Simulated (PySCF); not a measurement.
System (SMILES): FSF.
Geometry (B3LYP-D3(BJ)/def2-TZVP, fixed):
```
S
F 1 1.6052
F 1 1.6052 2 98.75
```
Charge 0, spin multiplicity 1.

Basis-set convergence of the mean static polarisability at PBE0 with PySCF. All functions are spherical. Density fitting with generated auxiliary sets. No added dispersion term, no relativity. Reference: the value in aug-pcseg-3, 24.20 bohr³, itself unsure by roughly 0.9 % (its mean distance from aug-cc-pV(Q+d)Z, aug-pcseg-2, aug-cc-pV(T+d)Z). Deviations are taken from unrounded values. Cost is core time over that of 6-311+G**, rough, on shared machines of one kind; a dash marks a row that isn't timed (too short, read off another run, short of memory, by another algorithm or on other hardware).

```json
[
 {"basis": "pcseg-0", "functions": "31", "mean static polarisability (bohr³)": "12.84", "minus reference (%)": "-46.9", "cost": "-"},
 {"basis": "6-311+G**", "functions": "74", "mean static polarisability (bohr³)": "18.62", "minus reference (%)": "-23.0", "cost": "1×"},
 {"basis": "def2-TZVPP", "functions": "104", "mean static polarisability (bohr³)": "18.66", "minus reference (%)": "-22.9", "cost": "1×"},
 {"basis": "jun-cc-pV(T+d)Z", "functions": "126", "mean static polarisability (bohr³)": "23.73", "minus reference (%)": "-1.9", "cost": "2×"},
 {"basis": "def2-TZVPPD", "functions": "131", "mean static polarisability (bohr³)": "24.02", "minus reference (%)": "-0.7", "cost": "4×"},
 {"basis": "aug-pcseg-2", "functions": "142", "mean static polarisability (bohr³)": "24.06", "minus reference (%)": "-0.6", "cost": "3×"},
 {"basis": "aug-cc-pV(T+d)Z", "functions": "147", "mean static polarisability (bohr³)": "23.78", "minus reference (%)": "-1.7", "cost": "3×"},
 {"basis": "cc-pV(5+d)Z", "functions": "282", "mean static polarisability (bohr³)": "22.16", "minus reference (%)": "-8.4", "cost": "10×"},
 {"basis": "pcseg-4", "functions": "307", "mean static polarisability (bohr³)": "23.27", "minus reference (%)": "-3.8", "cost": "20×"}
]
```
